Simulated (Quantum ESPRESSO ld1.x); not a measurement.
The numbers below are computed, except where a source is named.
Orbital eigenvalues (eV) of neutral barium, [Xe] 6s2, at several levels of relativity; Dirac values are averaged over j with weights 2j + 1. Spin-unpolarised spherical Kohn-Sham, PBE, point nucleus, ld1.x of Quantum ESPRESSO 7.5. A level marked "c x" has the speed of light scaled by that factor.

\begin{tabular}{lrrrrr}
shell & non-rel. & scalar-rel. & Dirac & Dirac, c x 3 & change of magnitude, last against first (%) \\ \hline
1s & -35567 & -37260 & -37230 & -35737 & +0.48 \\
2s & -5469.5 & -5889.4 & -5882.2 & -5511.5 & +0.77 \\
2p & -5160.9 & -5280.9 & -5286.1 & -5173.8 & +0.25 \\
3s & -1153.9 & -1243.2 & -1241.7 & -1162.8 & +0.77 \\
3p & -1021.9 & -1048.1 & -1049.2 & -1024.7 & +0.28 \\
3d & -776.20 & -764.93 & -763.85 & -774.90 & -0.17 \\
4s & -225.38 & -243.90 & -243.62 & -227.22 & +0.82 \\
4p & -177.19 & -181.00 & -181.28 & -177.61 & +0.24 \\
4d & -93.417 & -89.681 & -89.555 & -93.006 & -0.44 \\
5s & -31.402 & -33.674 & -33.633 & -31.625 & +0.71 \\
5p & -18.950 & -18.735 & -18.783 & -18.930 & -0.11 \\
6s & -3.1348 & -3.2300 & -3.2300 & -3.1429 & +0.26 \\
\end{tabular}
